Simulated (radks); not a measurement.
Question: These are the eigenvalues of the occupied orbitals of an atom or ion with whole-number occupations (eV). All-electron calculation, scalar-relativistic Kohn-Sham, BLYP, spin-polarised, spherical densities, finite nucleus; Fermi nuclear charge, rms radius of each element as measured or else 0.836 A^(1/3) + 0.57 fm. Program: a radial shooting solver on a logarithmic mesh with Libxc functionals.

1s down: -48399.00
1s up: -48399.00
2s up: -7973.854
2s down: -7973.813
2p up: -7108.720
2p down: -7108.692
3s up: -1780.055
3s down: -1777.919
3p up: -1510.778
3p down: -1508.654
3d up: -1150.222
3d down: -1148.585
4s up: -380.3142
4s down: -375.1044
4p up: -291.5909
4p down: -286.4265
4d up: -167.9135
4d down: -162.8378
5s up: -73.6978
5s down: -71.1069
5p up: -51.4993
5p down: -49.5627
4f up: -34.5327

Which element is it, and in what charge state? The configuration may be excited. Open shells, if any, are filled with parallel spins first.

Answer: Z = 63, europium, charge +3: Eu3+ in [Xe] 4f6. The list shows which subshells hold electrons but not how many an open one holds; the 1s level, -1778.6 hartree, gives Z - s = 59.6 by -(Z - s)^2/2, which with screening and relativity narrows Z to a few neighbours, and the depths of the outer levels then fix element, charge and occupations together.
